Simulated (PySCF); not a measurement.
# Stretching MgHg⁺

Set-up: PySCF, scalar-relativistic core potentials, basis sets Mg def2-SVP, Hg def2-SVP with ECP60. Energies in eV from Mg⁺ + Hg in their ground configurations at the same level. State: ²Σ⁺ (doublet), unpaired electrons σ ↑.

All columns are PBE0. A positive dipole points towards Hg; it is taken about the centre of mass and depends on that origin.

```tsv
R (Å)	E (eV)	μ (D)	Mulliken charge on Mg (basis-dependent)	HOMO (eV)	LUMO (eV)	Mayer bond order	⟨S²⟩
2.498	-0.453	-6.10	0.51	-10.71	-8.24	0.71	0.75
2.615	-0.607	-6.59	0.56	-10.78	-8.32	0.68	0.75
2.731	-0.688	-7.10	0.60	-10.85	-8.39	0.64	0.75
2.818	-0.716	-7.50	0.63	-10.91	-8.45	0.61	0.75
2.905	-0.723	-7.91	0.66	-10.97	-8.51	0.58	0.75
2.992	-0.714	-8.33	0.68	-11.02	-8.57	0.55	0.75
3.108	-0.687	-8.90	0.71	-11.10	-8.64	0.52	0.75
3.254	-0.636	-9.64	0.74	-11.19	-8.73	0.47	0.75
3.428	-0.564	-10.55	0.77	-11.28	-8.83	0.43	0.75
3.660	-0.464	-11.80	0.81	-11.38	-8.96	0.37	0.75
```

A fit through these points gives, at Re = 2.897 Å, μ = -7.87 D and dμ/dR = -4.74 D/Å; the reduced mass is 21.44 u.

Q: How strong is the fundamental in the double-harmonic approximation, I = 42.26·(dμ/dR)²/μred km/mol?

A: I = 42.26·(-4.74)²/21.44 = 44.3 km/mol at PBE0.

Spin–orbit coupling is left out. For an ion De counts to the pair picked by the measured ionisation energies or electron affinities, which need not be the lowest pair at this level. The state was picked by a PBE0 search and need not be the measured ground state.
